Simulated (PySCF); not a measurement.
## Computed structure and properties of [Tm(PH3)]2+

System: [Tm(PH3)]2+ (singlet in the valence; each metal's 4f electrons, 13 of them, lie in its core potential, out of spins and levels); start: template (C3v). Method: PySCF 2.14.0, RKS PBE0, Tm lcecp-0-SVP with ECP59, P def2-SVP, H def2-SVP; non-relativistic Hamiltonian with scalar-relativistic core potentials where named; density fitting; no spin-orbit coupling.

Input of the relaxation:

```python
mol = gto.M(atom='''
Tm     0.00000     0.00000    -0.51534
P      0.00000     0.00000     2.49466
H      1.21001    -0.00000     3.23786
H     -0.60500     1.04790     3.23786
H     -0.60501    -1.04789     3.23786''',
    basis={'Tm': 'lcecp-0-SVP', 'P': 'def2-SVP', 'H': 'def2-SVP'},
    ecp={'Tm': 'lcecp-0-SVP'},
    charge=2, spin=0)
mf = dft.RKS(mol, xc='PBE0')
mf.grids.atom_grid = (50, 194)  # f atoms: unpruned, at least (60, 302)
mf = mf.density_fit()  # fitting sets: Tm AutoAux, P def2-universal-JKFIT, H def2-universal-JKFIT
mf.conv_tol = 1e-08; mf.max_cycle = 55
mf.kernel(dm0)  # dm0: converged density of the start geometry
# quasi-Newton relaxation in Cartesian coordinates to a largest gradient under 0.00045 Eh/bohr, steps kept in the point group
```

Run from Python with OMP_NUM_THREADS=2; the lines above give its settings. Where DIIS fails, smearing, a level shift and second-order steps follow.
It took 5 s on 2 threads of Arm Neoverse V2 (shared host), from the converged density of the start.

Course of the relaxation:

```csv
step,energy above end (eV),largest force component within the symmetry (eV/Å)
0,0.0876,1.144
1,0.0119,0.605
2,0.0005,0.142
3,0.0000,0.021
4,0.0000,0.008
```

Relaxed geometry (C3v):

```xyz
5

Tm    0.0000    0.0000   -0.4811
P     0.0000    0.0000    2.5756
H     1.2734    0.0000    3.1995
H    -0.6367    1.1028    3.1995
H    -0.6367   -1.1028    3.1995
```

```csv
contact,Å
Tm1–P2 (PH3),3.057
```

On the finer grid (75, 302):

```yaml
HOMO: not given (4f levels lie in the core)
LUMO: not given (4f levels lie in the core)
Dipole_about_the_centre_of_mass: 0.85 D
Set_of_Mulliken_populations_of_Tm1_outside_the_core_potential: s 2.20, p 6.08, d 0.14, f 0.00
D3_BJ_dispersion_energy_not_in_the_energies: -0.120 eV
```

```tsv
atom	Mulliken (e)	Löwdin (e)	spin (e)
Tm1	1.58	1.44	0.00
P2	-0.07	0.41	0.00
H3	0.16	0.05	0.00
H4	0.16	0.05	0.00
H5	0.16	0.05	0.00
```

The 4f levels lie in the core potential and are missing. Their spin isn't counted.

A rough frequency check found all modes real, so this is a minimum.

Taking off one PH3 (charge 0, singlet; the rest: singlet) in vacuum, both parts rigid, costs 2.23 eV; the small basis without counterpoise inflates it. Parting with an electron moved from the ligand to the metal can be far cheaper, even downhill.

Rigid scan of PH3 along the line from its metal:

```csv
distance to P2 (Å),energy (eV)
2.76,0.212
2.86,0.085
2.96,0.020
3.06,0.000
3.16,0.014
3.26,0.053
3.46,0.179
```

One start shape was tried, so this needn't be the lowest isomer.

An lcecp potential fixes the number of 4f electrons, so in runs with it no electron can move into or out of that shell.
